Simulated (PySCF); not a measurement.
# Deuteron quadrupole couplings in `C=C1C[C@]1(C)c1ccccc1`

Species: C11H12.
SMILES with atom numbers: `[CH2:1]=[C:2]1[CH2:3][C@:4]1([CH3:5])[c:6]1[cH:7][cH:8][cH:9][cH:10][cH:11]1` (hydrogens: H12, H13 on C1; H14, H15 on C3; H16, H17, H18 on C5; H19 on C7; H20 on C8; H21 on C9; H22 on C10; H23 on C11)

Cartesian coordinates in Å at the PBE0-D3(BJ)/def2-SVP level; atoms count from 1:
```
atom  x, y, z in Å
C1    -3.1865    0.3580   -1.1588
C2    -2.3719    0.0995   -0.1487
C3    -1.9475    0.3801    1.2166
C4    -1.2513   -0.7063    0.3674
C5    -1.5518   -2.1416    0.7403
C6     0.1346   -0.4017   -0.1231
C7     1.1859   -1.3037    0.0810
C8     2.4792   -1.0083   -0.3494
C9     2.7493    0.1951   -0.9947
C10    1.7091    1.0995   -1.2097
C11    0.4184    0.8029   -0.7844
H12   -3.0935   -0.1815   -2.1058
H13   -3.9703    1.1172   -1.0778
H14   -2.5730    0.0432    2.0516
H15   -1.3792    1.2962    1.4135
H16   -0.9683   -2.4618    1.6178
H17   -2.6175   -2.2576    0.9830
H18   -1.3211   -2.8221   -0.0939
H19    1.0005   -2.2534    0.5854
H20    3.2818   -1.7301   -0.1771
H21    3.7619    0.4260   -1.3336
H22    1.9034    2.0444   -1.7235
H23   -0.3913    1.5099   -0.9820
```

Level: PBE0/pcSseg-1 (PySCF, non-relativistic); Q(2H) = 0.00286 b; rigid geometry, the same for H and D, with no vibrational averaging.

Give the electric field gradient Vzz (the principal value of largest size), its asymmetry and the 2H coupling at each hydrogen.

```json
{"atom": "H12", "bonded to": "C1", "bond length (Å)": "1.094", "Vzz (au)": "0.3057", "η": "0.05", "χzz (kHz)": "205"}
{"atom": "H13", "bonded to": "C1", "bond length (Å)": "1.094", "Vzz (au)": "0.3056", "η": "0.05", "χzz (kHz)": "205"}
{"atom": "H14", "bonded to": "C3", "bond length (Å)": "1.096", "Vzz (au)": "0.3022", "η": "0.07", "χzz (kHz)": "203"}
{"atom": "H15", "bonded to": "C3", "bond length (Å)": "1.096", "Vzz (au)": "0.3010", "η": "0.08", "χzz (kHz)": "202"}
{"atom": "H16", "bonded to": "C5", "bond length (Å)": "1.101", "Vzz (au)": "0.2897", "η": "0.01", "χzz (kHz)": "195"}
{"atom": "H17", "bonded to": "C5", "bond length (Å)": "1.099", "Vzz (au)": "0.2925", "η": "0.03", "χzz (kHz)": "197"}
{"atom": "H18", "bonded to": "C5", "bond length (Å)": "1.101", "Vzz (au)": "0.2897", "η": "0.02", "χzz (kHz)": "195"}
{"atom": "H19", "bonded to": "C7", "bond length (Å)": "1.091", "Vzz (au)": "0.3054", "η": "0.08", "χzz (kHz)": "205"}
{"atom": "H20", "bonded to": "C8", "bond length (Å)": "1.093", "Vzz (au)": "0.3038", "η": "0.07", "χzz (kHz)": "204"}
{"atom": "H21", "bonded to": "C9", "bond length (Å)": "1.092", "Vzz (au)": "0.3054", "η": "0.07", "χzz (kHz)": "205"}
{"atom": "H22", "bonded to": "C10", "bond length (Å)": "1.093", "Vzz (au)": "0.3039", "η": "0.06", "χzz (kHz)": "204"}
{"atom": "H23", "bonded to": "C11", "bond length (Å)": "1.093", "Vzz (au)": "0.2994", "η": "0.08", "χzz (kHz)": "201"}
```

How does χzz go with the bond length over the 12 C–H bonds?

A straight-line fit has a slope of -11.2 kHz for each 0.01 Å, with a correlation coefficient of -0.92, over lengths from 1.091 to 1.101 Å. The longer bonds have the smaller couplings here.

Give the 2H NMR doublet splittings at H22 for a magnetic field along the z, y and x axes of the gradient: 3χ/2, 3χ(1 + η)/4, 3χ(1 − η)/4.

With |χ| = 204.2 kHz and η = 0.064: 306, 163 and 143 kHz, to first order and without motion.

Geometry: PBE0-D3(BJ)/def2-SVP, one conformer, isolated molecule. A larger basis could move these couplings by a tenth or more.
